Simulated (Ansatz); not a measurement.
Geometry optimisation, RKS BLYP-D4/6-31G* in Ansatz 0.2.0.

Input:

```yaml
crystal:
  periodic: [false, false, false]
  atoms:
    - { symbol: C, position_ang: [0.4873, -1.8713, 0.7745] }
    - { symbol: C, position_ang: [0.5543, -0.3889, 0.4067] }
    - { symbol: F, position_ang: [1.3063, 0.3878, 1.2464] }
    - { symbol: "N", position_ang: [0.6696, 0.0097, -0.9808] }
    - { symbol: Si, position_ang: [-0.9008, 0.4648, -0.3795] }
    - { symbol: "N", position_ang: [-0.734, 2.1329, -0.6988] }
    - { symbol: H, position_ang: [1.4642, -2.267, 0.8461] }
    - { symbol: H, position_ang: [-0.0862, -2.3965, 0.0218] }
    - { symbol: H, position_ang: [-0.0454, -1.921, 1.7789] }
    - { symbol: H, position_ang: [1.129, 0.8586, -1.0761] }
    - { symbol: H, position_ang: [-1.88, -0.201, -1.2265] }
    - { symbol: H, position_ang: [-1.6295, 2.5576, -0.7634] }
    - { symbol: H, position_ang: [-0.3144, 2.5995, 0.0656] }
basis:
  gaussian: { orbitals: "6-31G*" }
hamiltonian:
  xc: blyp
  dispersion: d4
relax:
  f_tol: 0.015
  max_steps: 40
```

Run as:

```bash
$ ansatz run input.yaml --threads 2 --pin off --max-ram 3072MiB --backend cpu --events-out ev --progress --plain --runs-dir out
```

Where does it end, and by what steps?

The forces met the threshold. After 16 steps the energy has fallen by 1.362 eV; H10 moved furthest, 1.10 Å.

```tsv
step	energy less start (eV)	largest force component (eV/Å)	accepted
0	0.0000	4.052	yes
1	-0.8319	0.724	yes
2	-1.0543	0.646	yes
3	-1.1728	0.643	yes
4	-1.2463	0.765	yes
5	-1.2866	0.754	yes
6	-1.3257	0.556	yes
7	-1.2786	1.467	no
8	-1.3517	0.275	yes
9	-1.3475	0.444	no
10	-1.3577	0.064	yes
11	-1.3601	0.105	yes
12	-1.3609	0.161	yes
13	-1.3615	0.074	yes
14	-1.3618	0.030	yes
15	-1.3619	0.044	yes
16	-1.3620	0.010	yes
```

```xyz
13
Properties=species:S:1:pos:R:3
C 0.534 -1.829 0.850
C 0.393 -0.412 0.331
F 1.073 0.455 1.278
N 0.740 -0.115 -1.050
Si -0.798 0.587 -0.722
N -1.021 2.267 -0.406
H 1.603 -2.116 0.885
H 0.004 -2.534 0.192
H 0.124 -1.913 1.869
H 1.699 -0.027 -1.399
H -1.961 0.135 -1.539
H -1.914 2.728 -0.572
H -0.454 2.739 0.299
```

Whether the end is a true minimum wasn't checked by a vibrational analysis.

The run took 59 s on 2 threads of Intel(R) Xeon(R) Platinum 8259CL CPU @ 2.50GHz (Skylake/Cascade Lake) (shared host), peak memory 0.17 GiB.
